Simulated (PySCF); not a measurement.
## Ir (iridium, neutral) across methods

[Xe] 4f14 5d8 6s1, high-spin 4F determinant (an excited configuration). Calculation: PySCF 2.14, in ANO-RCC-VTZP; scalar relativity by spin-free X2C-1e.

```csv
method,E (hartree),mean ε 6s α (eV),mean ε 5d α (eV),mean ε 5d β (eV),Σ⟨r²⟩ (bohr²),⟨S²⟩
PBE,-17828.97,-6.061,-6.023,-4.739,62.59,3.751
UHF,-17823.31279,-7.959,-11.098,-9.250,62.25,3.754
PBE0,-17828.71,-6.701,-7.453,-6.053,62.13,3.751
LDA,-17817.76,-6.295,-6.210,-4.954,62.55,3.750
r2SCAN,-17829.00,-6.372,-6.256,-4.884,61.91,3.752
```

Spin-orbit coupling, absent here, splits the open shell strongly.
